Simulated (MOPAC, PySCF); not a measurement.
AlBrI$_{2}$, SMILES `[Br][Al]([I])[I]`, neutral singlet in the gas phase. 

Cartesian coordinates (Å):
SMILES: [Br][Al]([I])[I]
```xyz
4

Br    -0.0848     2.2811    -0.0072
Al    -0.0017     0.0460    -0.0001
I     -2.0812    -1.2425     0.0130
I      2.1677    -1.0846    -0.0057
```
Charge 0, spin multiplicity 1.

All levels are single points at this geometry (PBE0-D3(BJ)/def2-TZVP); Pople sets use spherical d functions. Orbital energies aren't observables, and empty levels follow the basis.

| level | HOMO (eV) | LUMO (eV) | gap (eV) | dipole (D) | vertical IE, Delta-SCF (eV) |
|---|---|---|---|---|---|
| PBE-D3(BJ)/def2-TZVP in PySCF | -6.75 | -2.57 | 4.18 | 0.41 | 9.21 |
| ωB97X-D3(BJ)/def2-TZVP in PySCF | -10.16 | 0.11 | 10.28 | 0.38 | 10.16 |
| B3LYP/6-311+G** (LANL2DZ on Br, I) in PySCF | -7.74 | -2.13 | 5.61 | 0.36 | – |
| B3LYP/LANL2DZ in PySCF | -7.89 | -2.41 | 5.48 | 0.46 | – |
| BP86/6-31G* (LANL2DZ on I) in PySCF | -6.97 | -2.77 | 4.20 | 0.05 | – |
| M06-2X/6-31G* (LANL2DZ on I) in PySCF | -8.91 | -1.34 | 7.57 | 0.13 | – |
| PBE/6-31G* (LANL2DZ on I) in PySCF | -6.87 | -2.67 | 4.20 | 0.05 | 9.39 |
| SVWN5/6-31G* (LANL2DZ on I) in PySCF | -6.95 | -2.87 | 4.08 | 0.16 | 9.50 |
| HF/6-31G* (LANL2DZ on I) in PySCF | -10.42 | 0.89 | 11.31 | 0.12 | 9.88 |
| AM1 in MOPAC | -10.94 | -2.73 | 8.21 | 0.02 | – |
| PM3 in MOPAC | -10.61 | -4.82 | 5.79 | 1.01 | – |
| PM6 in MOPAC | -10.10 | -0.75 | 9.35 | 0.43 | – |
| PM7 in MOPAC | -9.43 | -2.03 | 7.41 | 0.06 | – |
